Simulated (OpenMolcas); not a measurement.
Computed levels of 3d⁵ in ions with 23 electrons, in cm-1 above ⁶S_5/2.

```yaml
Program: OpenMolcas 26.06
Method: SS-RASPT2, IPEA 0.25 Eh, imaginary shift 0.1 Eh
Basis: ANO-RCC-VTZP
Scalar_Hamiltonian: DKH2, point nucleus
Spin-orbit_coupling: state interaction with AMFI integrals over the reference wave functions, term energies averaged over their components
```

Active space for each ion: 11 electrons in 8 orbitals (RAS1 3p, at most 2 holes; RAS2 3d); closed shells correlated by CASPT2: 3s.

| Level | Mn2+ | Fe3+ | Ni5+ | Cu6+ |
| --- | --- | --- | --- | --- |
| ⁴G_5/2 | 27900 | 33280 | 43150 | 47610 |
| ⁴G_7/2 | 27910 | 33310 | 43240 | 47750 |
| ⁴G_11/2 | 27920 | 33320 | 43260 | 47780 |
| ⁴G_9/2 | 27920 | 33330 | 43290 | 47830 |
| ⁴P_5/2 | 30690 | 36850 | 47580 | 52340 |
| ⁴P_3/2 | 30720 | 36930 | 47770 | 52640 |
| ⁴P_1/2 | 30760 | 37010 | 48000 | 52990 |
| ⁴D_7/2 | 33820 | 40260 | 52040 | 57410 |
| ⁴D_1/2 | 33860 | 40340 | 52260 | 57770 |

Estimate ⁴G_5/2, ⁴G_7/2 for Co4+ from its neighbours Fe3+ and Ni5+.

⁴G_5/2 is another term, which grows about linearly with the charge: (33280 + 43150) / 2 = 38215. The calculation gives 38900, so the estimate is off by -1.8 %.
⁴G_7/2 is another term, which grows about linearly with the charge: (33310 + 43240) / 2 = 38275. The calculation gives 38960, so the estimate is off by -1.8 %.

Term energies are means over components that CASPT2 splits; among the terms shown or strongly mixed into the levels shown the widest spread is 64 cm-1 (3d⁵ ⁴G, Co4+). Active for correlation alone: 3p; no level in the range computed is led by a configuration that opens it, so any true level of that kind is missing. Only configurations of the active space appear.
